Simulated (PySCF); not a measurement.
Excitation energy of H by level of theory

H 1s1 (2S) → H 2p1 (2P), as a difference of total energies. All numbers are calculated (PySCF 2.14, scalar relativity by spin-free X2C-1e, in x2c-QZVPPall with one added diffuse shell each of s, p, d type (5s4p3d1f, 39 functions)). The calculations carry no spin-orbit coupling.

```
   method  excitation energy (eV)
      UHF                  11.209
      LDA                  10.373
      PBE                  10.622
     PBE0                  10.760
   r2SCAN                  10.803
  wB97M-V                  11.325
      M06                  10.707
BHandHLYP                  10.903
  r2SCAN0                  10.904
```

The promoted electron is Rydberg-like, and one or two diffuse shells describe it only roughly, which tends to raise the upper state.

Which method comes closest to the reference value, and which is furthest?

The reference is 10.199 eV (measured; NIST levels, between the centres of gravity of the two terms). Closest: LDA (error 0.174 eV); furthest: wB97M-V (error 1.126 eV).
